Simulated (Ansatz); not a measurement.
Members of the series Al-XY, Y = chloro; each row names its spin state. Gas-phase values, no solvent. One relaxed conformer stands for each flexible species; it need not be the lowest. Strings in code marks are SMILES.

Quantity: adiabatic spin-state energy, in eV.

A: `C=[CH][Al-][Cl]`: multiplicity 3 minus multiplicity 1
B: `[AlH-][Cl]`: multiplicity 3 minus multiplicity 1
C: `[SiH3][Al-][Cl]`: multiplicity 3 minus multiplicity 1
D: `N#[C][Al-][Cl]`: multiplicity 3 minus multiplicity 1
E: `[OH][Al-][Cl]`: multiplicity 3 minus multiplicity 1
F: `O=[CH][Al-][Cl]`: multiplicity 3 minus multiplicity 1

Put the candidates in order of adiabatic spin-state energy, lowest first, for CAM-B3LYP/aug-cc-pVTZ // PBE0-D3(BJ)/def2-TZVPD (Ansatz, an electronic-structure program).

F (0.85 eV), C (1.05 eV), B (1.14 eV), A (1.22 eV), D (1.43 eV), E (1.98 eV)
